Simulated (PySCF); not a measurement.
## Ionisation energy of In²⁺ by level of theory

In²⁺ [Kr] 4d10 5s1 (2S) → In³⁺ [Kr] 4d10 (1S), as a difference of total energies. Calculation: PySCF 2.14, in aug-cc-pwCVTZ-DK3 with one added diffuse shell each of s, p, d, f type (11s10p8d5f1g, 125 functions); scalar relativity by spin-free X2C-1e. Correlated levels: valence and next inner shell: [Ar] 3d10 frozen. The calculations carry no spin-orbit coupling.

```csv
method,ionisation energy (eV),error (eV)
UHF,26.626,-1.418
LDA,28.976,+0.932
PBE,28.570,+0.526
PBE0,28.211,+0.167
r2SCAN,28.229,+0.185
r2SCANh,28.155,+0.111
M06,27.950,-0.094
revPBE,28.397,+0.353
MP2 (valence and next inner shell),28.121,+0.077
SCS-MP2 (valence and next inner shell),27.858,-0.186
```

Reference: 28.044 eV (measured; NIST Atomic Spectra Database, ionization energies).

Errors of the correlated levels include the incompleteness of this basis and the frozen core.
